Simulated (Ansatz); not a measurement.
Consider the substitution at a C–C bond: `CC1(O)C[SiH2]1` + HI → `OC1(I)C[SiH2]1` + CH₄.

Computed with Ansatz on PBE0-D4/def2-TZVP structures; ΔE is electronic, products minus reactants. CCSD(T)/CBS is the MP2 limit (def2-TZVPP, def2-QZVPP) plus CCSD(T) − MP2 in def2-TZVPP, frozen cores. This one scheme is used for every species. Functionals use def2-TZVPP. def2 core potentials past Kr. For I outer-core shells are correlated without core-valence functions, which leaves a few kJ/mol of doubt a bond. One conformer a species, not always the lowest.

(1) Is it downhill or uphill in electronic energy at CCSD(T)/CBS, and by how much? (An estimate is asked.)

(2) What do these levels give: B2PLYP, r2SCAN, HF/def2-TZVPP, CCSD/def2-TZVPP, MP2/CBS(def2), CCSD/CBS(def2)? (An estimate is asked.)

Largest T1 diagnostic among the species: 0.012.

## Answers

(1) Ansatz gave: Downhill: ΔE = -6.2 kJ/mol.

(2) Computed: B2PLYP -5.0, r2SCAN -6.1, HF/def2-TZVPP 10.7, CCSD/def2-TZVPP 5.6, MP2/CBS(def2) -15.8, CCSD/CBS(def2) -1.5 kJ/mol.

The D4 term adds −4.4 kJ/mol with B3LYP and −2.0 kJ/mol with PBE0; it sums over pairs of atoms, weighted by their polarisabilities, and B3LYP, whose exchange is more repulsive, gets the larger term. In def2-TZVPP, CCSD(T) changes the Hartree–Fock value by −9.8 kJ/mol (the triples alone add −4.7 kJ/mol) and MP2 by −19.4 kJ/mol. From PBE to PBE0 (25 % exact exchange), in def2-TZVPP and without D4, ΔE moves by +7.2 kJ/mol.

B3LYP here is the variant with VWN-RPA as its local correlation; programs differ in this.
